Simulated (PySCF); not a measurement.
# Radial density of Mg (magnesium, neutral)

UHF, [Ne] 3s2, closed-shell 1S. Calculation: PySCF 2.14, in def2-TZVPPD (5s5p3d, 35 functions); the non-relativistic Hamiltonian (point nucleus).

```csv
r (bohr),4πr²ρ (e/bohr)
0.00255,0.08416
0.00430,0.2293
0.00723,0.6028
0.0122,1.518
0.0204,3.520
0.0344,7.154
0.0578,11.62
0.0973,13.20
0.164,9.381
0.275,7.635
0.463,11.03
0.779,7.737
1.31,1.756
2.20,0.6961
3.71,0.4835
6.23,0.06281
10.5,0.0005881
```
